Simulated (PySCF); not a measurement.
AlH₄, charge -1.

```xyz
5

Al     0.0000     0.0000     0.0000
H      0.9506     0.9506     0.9506
H     -0.9506     0.9506    -0.9506
H     -0.9506    -0.9506     0.9506
H      0.9506    -0.9506    -0.9506
```
Charge -1, spin multiplicity 1.

Geometry: PBE0-D3(BJ)/def2-TZVPD. The isomer is the one that the SMILES or the coordinates give; other isomers of the formula were not compared.

Calculation: PBE/pcSseg-2 run with PySCF. Non-relativistic, no solvent.

Task: Give the absolute GIAO shielding of each atom: isotropic value and principal components (ppm). (The exact figures need the calculation; the answer reports its results.)

Result: 
| atom | σ(iso) | σ11 | σ22 | σ33 | span |
|---|---|---|---|---|---|
| Al1 | 478.6 | 478.6 | 478.6 | 478.6 | 0.0 |
| H2 | 28.0 | 26.4 | 26.4 | 31.1 | 4.7 |
| H3 | 28.0 | 26.4 | 26.4 | 31.1 | 4.7 |
| H4 | 28.0 | 26.4 | 26.4 | 31.1 | 4.7 |
| H5 | 28.0 | 26.4 | 26.4 | 31.1 | 4.7 |
